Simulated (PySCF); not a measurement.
Run record: geometry optimisation, 2-cyanonaphthalene, `C(#N)c1cc2ccccc2cc1`.

Method: PBE0-D3(BJ)/def2-SVP geometry optimisation, gas phase (PySCF 2.14.0). Start geometry: GFN2-xTB. A driver script takes a list of jobs; this job's settings line and coordinates (Å) are shown.

Input:
```
{"job": {"xc": "PBE0", "basis": "def2-SVP", "d3": "d3bj", "grid": 1, "kind": "geom"}, "charge": 0, "multiplicity": 1}
N     -4.518752    -1.485594     0.130408
C     -3.474394    -1.012175     0.124333
C     -2.189889    -0.422425     0.119542
C     -2.065380     0.962363     0.378914
C     -0.832488     1.544787     0.378631
C      0.331104     0.785824     0.122267
C      1.616354     1.364919     0.117572
C      2.724204     0.604086    -0.133638
C      2.598868    -0.770465    -0.392026
C      1.367917    -1.363231    -0.395170
C      0.204828    -0.605467    -0.139523
C     -1.074954    -1.189652    -0.135338
H     -2.957091     1.538996     0.575232
H     -0.728247     2.602086     0.575818
H      1.708538     2.422944     0.316793
H      3.705667     1.055069    -0.135362
H      3.485312    -1.355166    -0.588299
H      1.265289    -2.420333    -0.593922
H     -1.176690    -2.247315    -0.333693
```

Output:
```
step   0  E = -477.24651141  max force = 0.030435
step   1  E = -477.24857388  max force = 0.001704
step   2  E = -477.24858239  max force = 0.000289
optimisation converged
```

Energies in Eh; «max force» is the largest Cartesian gradient component in Eh/bohr.

Task: Give the first gradient maximum in eV/Å.

Result: With 1 Eh/bohr = 51.422 eV/Å, 1.565 eV/Å.

Task: How much energy does the optimisation release, in eV?

Result: E(step 0) − E(last step) = 0.002071 Eh, which is 0.056 eV.

Main results: final energy -477.24858 Eh after 2 steps; dipole 4.98 D.

Task: Where do the atoms end?

Result: 0.021 Å rms from the input after alignment:
```
atom  x, y, z in Å
N1    -4.5785   -1.6687   -0.1245
C2    -3.5208   -1.1935   -0.1284
C3    -2.2199   -0.5958   -0.1304
C4    -2.0897    0.7975    0.1290
C5    -0.8482    1.3794    0.1285
C6     0.3204    0.6153   -0.1275
C7     1.6139    1.1948   -0.1335
C8     2.7263    0.4258   -0.3854
C9     2.5968   -0.9589   -0.6430
C10    1.3561   -1.5511   -0.6442
C11    0.1894   -0.7849   -0.3879
C12   -1.0994   -1.3674   -0.3832
H13   -2.9854    1.3885    0.3264
H14   -0.7455    2.4489    0.3276
H15    1.7124    2.2649    0.0658
H16    3.7178    0.8844   -0.3872
H17    3.4887   -1.5574   -0.8417
H18    1.2513   -2.6206   -0.8430
H19   -1.2065   -2.4359   -0.5817
```

The run took about 2.6 min of CPU time (one thread, shared machine).
Labels such as C1 count atoms from 1, the log's own numbers from 0.
